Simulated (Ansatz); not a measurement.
Harmonic frequencies (cm⁻¹) at PBE0-D4/def2-TZVP from Ansatz: 92, 176, 203, 215, 252, 261, 264, 365, 490, 510, 527, 684, 702, 733, 750, 849, 899, 914, 1568, 1569, 1574, 3576, 3577, 3589, 3675, 3676, 3691.

Each molecule was computed in one conformer, which needn't be the lowest.

Problem. Which molecule is it?
A. `[CH3][Ge]([OH])([OH])[OH]`
B. `C[NH][GeH2][CH3]`
C. `[NH2][Ge]([NH2])([NH2])[F]`
D. `C[NH][GeH2][F]`

Solution. C.
